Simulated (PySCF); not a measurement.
A structure optimised at PBE-D3(BJ)/def2-SVP, used in a PySCF frequency run:

```
C
C 1 1.3516
F 1 1.3569 2 117.55
H 2 1.1017 1 122.29 3 0.64
Cl 2 1.7283 4 115.62 1 179.41
Si 1 1.8953 2 126.99 4 -179.65
H 6 1.4959 1 110.53 2 39.68
H 6 1.4972 7 111.76 1 -118.71
Cl 6 2.0813 7 108.70 8 -120.10
```
Charge 0, spin multiplicity 1.

### Question
Write its SMILES and formula.

### Answer
F/C(=C/Cl)[SiH2]Cl, C2H3Cl2FSi

### Question
What are its rotational constants (standard atomic weights)?

### Answer
2.0794, 1.2237, 0.87623 GHz
